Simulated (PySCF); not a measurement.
Vertical excitations of a molecule C2H3O2, multiplicity 2 from TDA-LC-ωPBE/def2-SVPD (PySCF 2.14.0), as energy in eV (oscillator strength): 1.29 (0.014), 1.48 (0.000), 4.59 (0.002), 5.35 (0.002), 5.81 (0.000), 6.13 (0.015), 6.23 (0.054), 6.42 (0.000), 6.56 (0.000), 6.61 (0.000). Geometry: PBE-D3(BJ)/def2-SVP. The values are those of a single conformer.

Task: Identify the compound among the candidates.
A) [CH2]C(=O)O
B) CC([O])=O
C) CO[C]=O
D) [CH2]OC=O

Result: B, CC([O])=O
